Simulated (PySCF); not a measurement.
Harmonic spectrum computed at PBE0 in the def2-TZVP basis family (core potentials from Rb on, PySCF, no spin–orbit coupling):

```tsv
ω (cm⁻¹)	IR (km/mol)
293	5.4
1011	289
1021	65.9
```

Question: Which molecule gave it? In each, all ligands are bound to the one heavy central atom.
A. TcO₂ (quartet)
B. ReO₂ (quartet)
C. ZrO₂ (singlet)
D. NbO₂ (doublet)
E. OsO₂ (triplet)

Answer: A. It has C2v symmetry with Tc–O 1.674 Å (×2).
